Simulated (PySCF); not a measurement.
Pb(OH)(OMe) (CH₄O₂Pb), SMILES [Pb]([OH])[O]C (connectivity only; charge and spin as stated), neutral, multiplicity 1.

Geometry optimised at r2SCAN-D4/def2-SVP. The def2 effective core potentials stand for the cores of Pb; spin–orbit coupling is left out. One conformer was computed; it need not be the lowest.

The numbers are results of r2SCAN-D4/def2-SVP (PySCF), not measurements.

Frequencies are harmonic and unscaled.

Computed harmonic wavenumbers and intensities:
```csv
mode,ν (cm⁻¹),IR (km/mol),moving atoms (share of kinetic energy)
1,40,0.6,"H 82 %, O 13 %"
2,132,7.6,"O 59 %, H 22 %, C 17 %"
3,163,9.9,"O 47 %, H 32 %, C 18 %"
4,228,11.0,"O 41 %, C 30 %, H 20 %, Pb 9 %"
5,366,107.0,"H 90 %, O 9 %"
6,466,65.0,"O 75 %, C 10 %, Pb 8 %"
7,540,62.9,O 91 %
8,692,56.3,H 92 %
9,1115,200.6,"O 46 %, C 45 %, H 9 %"
10,1163,1.1,"H 76 %, C 19 %"
11,1176,9.7,"H 69 %, C 21 %, O 10 %"
12,1460,50.0,"H 89 %, C 10 %"
13,1467,9.7,H 96 %
14,1470,3.3,H 96 %
15,2918,133.6,H 97 %
16,2985,86.4,"H 91 %, C 9 %"
17,3035,62.2,"H 91 %, C 9 %"
18,3811,38.4,H 94 %
```
